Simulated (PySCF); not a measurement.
C₂H₅ClSi₂, SMILES ClC1=C[SiH2][SiH2]1. Geometry optimised at PBE-D3(BJ)/def2-SVP. The structure was generated by enumeration, and PubChem lists no compound with its InChIKey, so it may never have been made.

Level of theory: PBE-D3(BJ)/def2-SVP in PySCF.

Harmonic wavenumbers (cm⁻¹): 115, 226, 290, 337, 410, 421, 521, 541, 611, 639, 645, 703, 761, 845, 867, 911, 924, 1129, 1508, 2150, 2158, 2158, 2171, 3093. Rotational constants (GHz): 4.876, 1.507, 1.184; symmetry number 1.

Problem. Work out the zero-point energy and the ideal-gas rigid-rotor harmonic-oscillator thermochemistry at 298.15 K and 1 atm.

Solution. ZPE = ½ Σ hcν = ½ × 24133 cm⁻¹ = 144.35 kJ/mol. H − E(el) = 164.55 kJ/mol. Entropy in J/(mol K): translation 168.52, rotation 117.17, vibration 55.14, total 340.84. G − E(el) = 62.93 kJ/mol. Cp = 113.34 J/(mol K). Modes under 150 cm⁻¹ make the vibrational entropy uncertain.
